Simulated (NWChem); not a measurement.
A series in which one site is exchanged, each optimised at PBE0/def2-SVP with NWChem, gas phase unless a solvent is named. All stand in one matching conformer (torsions within 35°), which need not be the lowest. Some are not confirmed as minima by frequencies. def2 effective core potentials on Cd, Te; no spin-orbit coupling.

A: [OH][Cd][SiH3] (CdSiH4O; site = Cd)
B: [OH][Be][SiH3] (BeSiH₄O; site = Be)
C: [OH][Zn][SiH3] (ZnSiH$_{4}$O; site = Zn)
D: O[Te][SiH3] (SiH$_{4}$TeO; site = Te)

Values for A:

```
Item                                                   Result
-----------------------------------------------------  ------
vertical ionisation energy, ΔSCF, B3LYP/def2-SVP (eV)    9.54
static polarisability, B3LYP/def2-SVPD (bohr³)           70.6
lowest singlet excitation, B3LYP/def2-SVPD, TDA (eV)     5.22
```

Q: How do these values change for the other members?

A: 
```
change from A                                              B      C      D
-----------------------------------------------------  -----  -----  -----
vertical ionisation energy, ΔSCF, B3LYP/def2-SVP (eV)  +0.72  +0.24  -1.01
static polarisability, B3LYP/def2-SVPD (bohr³)         -17.5   -8.1   +7.6
lowest singlet excitation, B3LYP/def2-SVPD, TDA (eV)   +1.30  +0.46  -2.34
```
